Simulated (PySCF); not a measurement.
# Nuclear quadrupole coupling in `CO[C@H]1CO[SiH2][SiH2]1`

Compound: C3H10O2Si2.
SMILES with atom numbers: `[CH3:1][O:2][C@H:3]1[CH2:4][O:5][SiH2:6][SiH2:7]1` (hydrogens: H8, H9, H10 on C1; H11 on C3; H12, H13 on C4; H14, H15 on Si6; H16, H17 on Si7)

Structure used (GFN2-xTB), in Å, numbered top down from 1:
```
atom  x, y, z in Å
C1    -2.401   -0.073   -0.408
O2    -1.275    0.173    0.394
C3    -0.182   -0.714    0.225
C4     0.555   -0.505   -1.101
O5     1.233    0.716   -1.158
Si6    1.889    1.406    0.173
Si7    0.980   -0.125    1.645
H8    -2.222    0.177   -1.460
H9    -2.707   -1.125   -0.341
H10   -3.198    0.561   -0.024
H11   -0.533   -1.755    0.262
H12    1.271   -1.328   -1.230
H13   -0.138   -0.522   -1.950
H14    3.348    1.361    0.003
H15    1.424    2.790    0.145
H16    0.130    0.244    2.772
H17    1.820   -1.268    2.043
```

Field gradients from the PBE0/pcSseg-1 density (PySCF, non-relativistic), principal values in atomic units, ordered |Vxx| ≤ |Vyy| ≤ |Vzz|:

```tsv
atom	Vxx	Vyy	Vzz
O2	-0.0842	-1.9756	2.0597
O5	-0.4647	-1.2670	1.7317
```

**Question.** Find the asymmetry η = (Vxx − Vyy)/Vzz and the couplings χ = eQV/h (234.96 MHz × Q in barn × V in au), with Q(17O) = −0.0256 b.

**Answer.** 
```json
{"atom": "O2", "environment": "ether oxygen", "nucleus": "17O", "η": "0.92", "χzz (MHz)": "-12.39", "χxx (MHz)": "0.51", "χyy (MHz)": "11.88"}
{"atom": "O5", "environment": "silyl ether oxygen", "nucleus": "17O", "η": "0.46", "χzz (MHz)": "-10.42", "χxx (MHz)": "2.80", "χyy (MHz)": "7.62"}
```

At O2 η is above 0.9: Vyy and Vzz are nearly equal in size and opposite in sign, so a small change could swap them and flip the sign of χzz. The tensor is traceless: Vxx + Vyy + Vzz = 0.

**Question.** What is Vzz at O2 in SI units (1 au = 9.71736 × 10²¹ V/m²)?

**Answer.** 2.0597 au = 20.015 × 10²¹ V/m².

**Question.** And the gradient at the other heavy atoms, for which no coupling is worked out here?

**Answer.** 
| atom | environment | Vzz (au) | η |
| --- | --- | --- | --- |
| C1 | methoxy carbon | 0.372 | 0.09 |
| C3 | sp3 carbon bound to oxygen | 0.372 | 0.33 |
| C4 | sp3 carbon bound to oxygen | 0.375 | 0.13 |
| Si6 | oxygen-bound silicon | 0.524 | 0.16 |
| Si7 | SiH2 silicon | 0.248 | 0.73 |

Were the hydrogens deuterons (Q(2H) = 0.00286 b), χzz would run from 105 kHz (H14 and H17) to 205 kHz (H10).

The structure is a single GFN2-xTB conformer in the gas phase; no vibrational or solvent corrections. GFN2-xTB bond lengths can be off by several hundredths of an ångström, more for odd bonds, and the gradients follow them. The basis is small and wasn't made for field gradients, so the couplings can be 20 % off.
